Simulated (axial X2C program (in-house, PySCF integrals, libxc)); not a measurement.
**Curves of DyOH⁺ from open-shell CI on f10 s0**

Calculated with an in-house all-electron X2C program for linear molecules (integrals from PySCF): two-component X2C with atomic mean-field Coulomb and Gaunt terms, basis Dy dyall-v3z, O dyall-v3z, H dyall-v3z (cores contracted in-house). Orbitals come from Hartree–Fock averaged over the configuration Dy f10 s0; CI then distributes these electrons over the f, s shells of Dy.

Scan along the Dy–O bond with OH moving as one mass, its bond held at 0.950 Å; masses Dy 163.929 u, O 15.995 u, H 1.008 u. Energies in cm⁻¹ from the lowest point; levels are followed by energy order within each Ω. Lowest level at 2.028 Å: 100% f10.

| R (Å) | (1)Ω=8 | (1)Ω=7 | (1)Ω=6 | (1)Ω=5 | (1)Ω=4 | (1)Ω=3 | (1)Ω=2 |
| --- | --- | --- | --- | --- | --- | --- | --- |
| 1.886 | 2246 | 2292 | 2432 | 2562 | 2641 | 2665 | 2654 |
| 1.957 | 518 | 595 | 724 | 837 | 910 | 941 | 945 |
| 2.028 | 0 | 95 | 214 | 316 | 384 | 419 | 431 |
| 2.109 | 505 | 610 | 720 | 811 | 874 | 912 | 930 |
| 2.190 | 1848 | 1957 | 2059 | 2141 | 2200 | 2238 | 2260 |
| 2.281 | 4036 | 4143 | 4237 | 4312 | 4367 | 4404 | 4427 |
| 2.393 | 7337 | 7439 | 7524 | 7591 | 7641 | 7676 | 7700 |

(1) Fit the curves (1)Ω=8, (1)Ω=7, (1)Ω=6, (1)Ω=5, (1)Ω=4, (1)Ω=3, (1)Ω=2 near their minima.

The 7 lowest curves are shown; the next is (1)Ω=0, from 432 cm⁻¹.

There is no dynamic correlation: spin–orbit spacings and, for f shells, spacings inside one term are the most reliable numbers, splittings between terms come out too wide, and energies between configurations are not reliable, so the lowest level need not be the ground state of the molecule. At most 4 roots were kept for each Ω > 0 (twice that for Ω = 0) within 2.2 eV of the lowest, so higher up levels can be missing between those listed; levels with Ω > 0 are doubly degenerate and listed once, Ω = 0 levels singly. States that fill the shells left empty in the average are placed too high. The molecule was held linear; bending was not examined.

## Answers

(1) From the open-shell CI curves, Te from the lowest:

| level | Te (cm⁻¹) | Re (Å) | ωe (cm⁻¹) |
| --- | --- | --- | --- |
| (1)Ω=8 | 0 | 2.030 | 624.4 |
| (1)Ω=7 | 95 | 2.028 | 622.9 |
| (1)Ω=6 | 214 | 2.029 | 622.4 |
| (1)Ω=5 | 316 | 2.030 | 622.2 |
| (1)Ω=4 | 383 | 2.030 | 622.0 |
| (1)Ω=3 | 419 | 2.030 | 621.6 |
| (1)Ω=2 | 431 | 2.030 | 621.2 |

Without dynamic correlation distances can be off by several hundredths of an Å (long for ionic bonds, short for multiple bonds) and the wavenumbers are rough.
